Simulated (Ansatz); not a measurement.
Basis sets compared for Ga₁₃Sb₁₁F₆. Total charge 0; singlet. Geometry PBE-D4/def2-SVP. Ansatz on 11 threads of AMD EPYC 7R13 on a shared host and a whole NVIDIA H100 80GB HBM3; times are rough, and most runs start from earlier orbitals.

```
atom   x (Å)   y (Å)   z (Å)
 Sb1  -1.968   1.538  -3.870
 Sb2  -3.210  -0.711  -2.573
 Sb3   3.154  -4.590   0.292
 Sb4  -1.864  -4.135  -0.150
 Sb5   1.208  -0.780  -1.454
 Sb6   2.628   2.382   1.306
 Sb7  -1.408   1.815   0.590
 Sb8   0.553  -1.251   3.150
 Sb9  -0.602   5.515  -1.282
Sb10  -0.950   5.178   3.705
Sb11  -3.661  -0.964   2.464
Ga12   0.614   1.053  -3.268
Ga13   2.691  -2.955  -1.765
Ga14   0.963   3.420  -0.465
Ga15  -1.134  -1.978  -1.524
Ga16  -1.609   3.066  -1.759
Ga17  -3.137  -0.225   0.060
Ga18   0.660  -4.724  -0.513
Ga19   1.604  -3.381   2.101
Ga20  -1.511  -2.308   1.821
Ga21   0.886   0.287   0.988
Ga22   0.672   3.238   2.900
Ga23  -2.334   2.060   3.596
Ga24  -1.186   4.799   1.197
 F25   1.710   1.176  -4.670
 F26   3.779  -2.961  -3.172
 F27   1.346   2.613  -2.217
 F28   1.128  -4.106  -2.357
 F29   0.951  -4.832   2.961
 F30   0.028   1.761   3.908
```

In the def2 sets Sb takes a core potential; there is no spin–orbit coupling. Single mean-field runs in def2-SVP, def2-TZVP are fitted with def2-universal-jkfit. The restricted singlet is unstable towards broken spin symmetry in Hartree–Fock (as tested in another run); at PBE-D4/def2-SVP, PBE-D4/def2-TZVP, PBE0-D4/def2-SVP, PBE0-D4/def2-TZVP this wasn't settled.

Binding counts from free atoms (Sb quartet, Ga doublet, F doublet) in the same basis, without a counterpoise term.

```tsv
level	functions	energy (Eh)	HOMO (eV)	LUMO (eV)	binding per atom (eV)	wall time
PBE-D4/def2-SVP (with forces)	786	-28258.3548	-4.64	-4.04	3.10	6 s
PBE0-D4/def2-SVP (with forces)	786	-28258.9229	-5.23	-3.69	2.95	15 s
```

Task: Estimate the rows for PBE-D4/def2-TZVP, PBE0-D4/def2-TZVP.

Result: 
| level | functions | energy (Eh) | HOMO (eV) | LUMO (eV) | binding per atom (eV) | wall time |
| --- | --- | --- | --- | --- | --- | --- |
| PBE-D4/def2-TZVP | 1360 | -28262.3717 | -4.67 | -4.07 | 3.06 | 8.5 s |
| PBE0-D4/def2-TZVP | 1360 | -28262.9256 | -5.23 | -3.68 | 2.94 | 20 s |
